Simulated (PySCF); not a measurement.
Bi(SiH3)3 at several levels of theory

Computed with PySCF 2.14.0 (density fitting, no spin-orbit coupling) at the geometry relaxed with B3LYP:

```xyz
13
Bi(SiH3)3 (singlet)
Bi   -0.1258   -1.5435   -0.0819
Si   -1.1479   -0.0474    1.9229
H    -0.9166    1.4147    1.7315
H    -2.6183   -0.2937    2.0067
H    -0.5240   -0.4686    3.2125
Si   -1.1710    0.1194   -1.9379
H    -0.6406   -0.2599   -3.2820
H    -2.6560   -0.0395   -1.9559
H    -0.8444    1.5520   -1.6764
Si    2.1918   -0.1543   -0.0616
H     3.0012   -0.5637    1.1245
H     2.9616   -0.4856   -1.2980
H     1.9729    1.3215   -0.0126
```

```tsv
level	basis	state	HOMO (eV)	gap (eV)	charge on Bi1 (e)	dipole about the centre of mass (D)	largest force component (eV/Å)
B3LYP	Bi def2-SVP with ECP60, Si def2-SVP, H def2-SVP	singlet	-6.85	6.08	-0.07	0.66	0.03
M06-L	the same	singlet	-6.25	5.15	0.03	0.91	0.17
BLYP	the same	singlet	-5.96	4.76	-0.04	0.72	0.34
HF	the same	singlet	-8.95	11.41	-0.21	0.37	0.36
B3LYP	Bi def2-TZVP with ECP60, Si def2-TZVP, H def2-TZVP	singlet	-6.88	5.88	0.18	0.78	0.20
B3LYP	Bi x2c-SVPall, Si x2c-SVPall, H x2c-SVPall	singlet	-6.87	6.17	-0.12	0.65	0.97
```

Charges are Mulliken's, which hang on the basis. The relaxation used the grid (50, 194), these runs (75, 302) or, all-electron (x2c bases, spin-free X2C Hamiltonian), (99, 590).

What does PBE with Bi def2-SVP with ECP60, Si def2-SVP, H def2-SVP give here?

state singlet, HOMO (eV) -6.16, gap (eV) 4.80, charge on Bi1 (e) -0.03, dipole about the centre of mass (D) 0.69, largest force component (eV/Å) 0.30. Time: 9 s on 2 threads of Arm Neoverse V2, on a shared host, from an already converged density.

In the first row's basis the gap widens with exact exchange: 4.8 to 5.1 eV for BLYP, PBE, M06-L (none); 6.1 eV for B3LYP (a fixed share); 11.4 eV for Hartree–Fock (rising or full at long range).

No frequency check is given that shows the relaxed geometry to be a minimum.
